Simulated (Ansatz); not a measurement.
A nudged elastic band was laid between two geometries of B₂H₄SSi (8 atoms, charge 0, multiplicity 1).

Theory: UKS PBE0/cc-pVDZ (Ansatz).

| Property | Result |
| --- | --- |
| movable images | 7 |
| climbing image | yes |
| spring | 5.0 eV/Å² |
| optimiser | quadratic models (default) |
| start path | through a guess of the saddle point |
| force threshold | 0.05 eV/Å |
| iteration limit | 60 |
| end points | relaxed |

Image 0:

```xyz
8
Properties=species:S:1:pos:R:3
B -0.378 1.646 -0.067
Si 0.662 -0.034 -0.108
B -0.167 -1.745 0.448
S -0.252 -1.688 -1.303
H 0.115 2.680 0.313
H -1.548 1.618 -0.358
H 2.148 -0.015 -0.282
H -0.487 -2.520 1.300
```

Image 8:

```xyz
8
Properties=species:S:1:pos:R:3
B -0.357 1.663 -0.197
Si 0.548 0.005 0.331
B -0.307 -1.484 1.545
S -0.697 -1.678 -0.546
H 0.210 2.722 -0.099
H -1.529 1.634 -0.479
H 1.975 -0.269 -0.033
H 0.249 -2.651 -0.578
```

What changes between the two ends?

Bonds broken: B3–H8. Bonds formed: S4–H8.

What energy profile does the band end with?

The run converged. The highest image is number 6 of 0 to 8, 3.63 eV above the first end and 0.09 eV above the last; the last end lies 3.54 eV above the first. Neighbouring images differ by up to 1.4 eV, so the band resolves the path poorly. A vibrational analysis at the climbing image gives one clearly imaginary mode, 511i cm⁻¹: a first-order saddle point.

```csv
image,path coordinate (Å),energy (eV),B3–H8 (Å),S4–H8 (Å)
0,0.00,0.00,1.19,2.74
1,0.43,0.02,1.19,2.74
2,0.87,0.10,1.19,2.70
3,1.30,0.57,1.18,2.42
4,1.74,1.84,1.20,2.01
5,2.17,3.25,1.41,1.62
6,2.60,3.63,1.92,1.38
7,2.98,3.57,2.28,1.36
8,3.36,3.54,2.49,1.36
```

What is the geometry of the highest image?


```xyz
8
Properties=species:S:1:pos:R:3
B -0.366 1.638 -0.169
Si 0.619 -0.023 0.178
B -0.246 -1.489 1.404
S -0.569 -1.622 -0.808
H 0.187 2.706 -0.072
H -1.555 1.592 -0.364
H 2.075 -0.174 -0.138
H -0.052 -2.685 -0.086
```

The run took 4.3 min on 2 threads of Arm Neoverse V2, on a shared host, peak memory 0.26 GiB.
